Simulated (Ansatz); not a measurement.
Co(NH2)3 (CoN3H6). Total charge 0; triplet. Geometry PBE0-D4/def2-SVP; atoms count from 1.

Cartesian coordinates in Å:
```
Co 0.118 -0.324 0.140
N 0.661 -1.252 -1.289
H 0.091 -1.398 -2.119
H 1.641 -1.338 -1.555
N -0.522 1.221 -0.554
H 0.023 1.516 -1.365
H -0.481 1.978 0.129
N -0.403 -0.280 1.850
H 0.227 -0.048 2.617
H -1.355 -0.075 2.146
```

Question: Estimate the Mulliken populations from the PBE0/def2-TZVP orbitals of Ansatz.

Answer: 
```csv
atom,charge (e),spin (α − β),d electrons
Co1,0.78,1.94,7.34
N2,-0.73,0.05,–
H3,0.24,0.00,–
H4,0.23,0.00,–
N5,-0.71,-0.06,–
H6,0.23,0.01,–
H7,0.23,0.01,–
N8,-0.73,0.05,–
H9,0.23,0.00,–
H10,0.24,0.00,–
```
Mulliken values depend strongly on the basis.

Question: Where does the spin sit?

Answer: Summed by element: Co 1.94, N 0.05, H 0.01, of 2 unpaired in all. Largest on single atoms: Co1 1.94, N5 -0.06, N8 0.05.

Question: And the Mayer bond orders between heavy atoms (over 0.3)?

Answer: Co1–N2 0.94 (1.79 Å); Co1–N5 1.02 (1.81 Å); Co1–N8 0.94 (1.79 Å).
